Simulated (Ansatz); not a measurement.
Abstraction of F: C2HF3Ge + C4H7 → C2HF2Ge + C4H7F

Species: C2HF3Ge `C#[C][Ge]([F])([F])[F]`, singlet; C4H7 (cyclobutyl radical) `[CH]1CCC1`, doublet; C2HF2Ge `C#[C][Ge]([F])[F]`, doublet; C4H7F `FC1CCC1`, singlet. A radical takes F: the energy is the difference in strength between the Ge–F bond broken and the C–F bond made.

Shapes, held fixed at every level: PBE0-D4/def2-TZVP. Programs: Ansatz 0.2.0. The zero-point and thermal change to 298 K, harmonic and unscaled (PBE0-D4/def2-TZVP), is +9.8 kJ/mol.

(1) Estimate ΔH(298 K) of this reaction.

Answers

(1) The highest level, CCSD(T)/def2-TZVPP, gives ΔH(298 K) = +71.6 kJ/mol; the levels span +30.4 to +93.6. The column of differences is taken from that level and isn't an error. No measured value is set beside it here. Open shells run unrestricted. Relativity is left out for Ge. Outer-core shells of Ge are correlated, in sets that cover them unevenly.

```json
{"level": "HF/def2-TZVPP", "kind": "Hartree–Fock", "ΔH(298 K) (kJ/mol)": "+93.6", "less CCSD(T)/def2-TZVPP": "+22.0"}
{"level": "SPW92/def2-TZVPP", "kind": "LDA", "ΔH(298 K) (kJ/mol)": "+30.4", "less CCSD(T)/def2-TZVPP": "-41.2"}
{"level": "wB97M-V/def2-TZVPP", "kind": "range-separated hybrid", "ΔH(298 K) (kJ/mol)": "+53.7", "less CCSD(T)/def2-TZVPP": "-17.9"}
{"level": "wB97X-V/def2-TZVPP", "kind": "range-separated hybrid", "ΔH(298 K) (kJ/mol)": "+61.4", "less CCSD(T)/def2-TZVPP": "-10.2"}
{"level": "B2PLYP/def2-TZVPP", "kind": "double hybrid", "ΔH(298 K) (kJ/mol)": "+64.0", "less CCSD(T)/def2-TZVPP": "-7.6"}
{"level": "CCSD(T)/def2-SVP", "kind": "coupled cluster or CI", "ΔH(298 K) (kJ/mol)": "+66.2", "less CCSD(T)/def2-TZVPP": "-5.4"}
{"level": "CCSD(T)/def2-TZVPP", "kind": "coupled cluster or CI", "ΔH(298 K) (kJ/mol)": "+71.6", "less CCSD(T)/def2-TZVPP": "0.0"}
```
